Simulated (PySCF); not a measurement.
Computed with PBE-D3(BJ)/def2-TZVP // B3LYP-D3(BJ)/def2-TZVP run with PySCF. Gas-phase values, no solvent. Delta-SCF ions had no search for a lower state. 

Reference species (SMILES): `N(C#C)C#C` (neutral, multiplicity 1).

| Property | Result |
|---|---|
| vertical ionisation energy (Delta-SCF) | 8.34 eV |
| HOMO–LUMO gap | 4.64 eV |

Changed species: `C#CN=C=C`.

Q: Give the shifts of the vertical ionisation energy (Delta-SCF) and HOMO–LUMO gap.

A: the vertical ionisation energy (Delta-SCF) increases by 0.44 eV, to 8.78 eV; the HOMO–LUMO gap decreases by 1.17 eV, to 3.47 eV.
